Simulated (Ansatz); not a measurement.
One change: `[OH][AlH][S]BF` becomes `O[SiH2]SBF`.

Ansatz, PBE0-D4/def2-TZVP geometries, multiplicity 1. Each molecule was computed in one conformer, which needn't be the lowest.

```tsv
property	`[OH][AlH][S]BF`
HOMO–LUMO gap (B3LYP/def2-TZVPP) / eV	6.63
HOMO energy (B3LYP/def2-TZVPP) / eV	-8.17
LUMO energy (B3LYP/def2-TZVPP) / eV	-1.53
HOMO–LUMO gap (PBE/def2-TZVPP) / eV	4.96
HOMO–LUMO gap (PBE0/def2-TZVPP) / eV	7.10
LUMO energy (PBE0/def2-TZVPP) / eV	-1.33
```

(1) Give the same properties after the change, and the shifts. (An estimate is asked.)

Results:

(1) The calculation gave: 
```tsv
property	`O[SiH2]SBF`	shift
HOMO–LUMO gap (B3LYP/def2-TZVPP) / eV	6.94	0.31
HOMO energy (B3LYP/def2-TZVPP) / eV	-8.06	0.11
LUMO energy (B3LYP/def2-TZVPP) / eV	-1.12	0.41
HOMO–LUMO gap (PBE/def2-TZVPP) / eV	5.25	0.29
HOMO–LUMO gap (PBE0/def2-TZVPP) / eV	7.41	0.31
LUMO energy (PBE0/def2-TZVPP) / eV	-0.92	0.41
```

With PBE0 the HOMO rises by 0.10 eV and the LUMO rises by 0.41 eV, so the gap widens by about 0.31 eV. PBE moves the HOMO by 0.12 eV and ωB97M-V by 0.08 eV.

B3LYP here is the variant with VWN-RPA as its local correlation; programs differ in this.
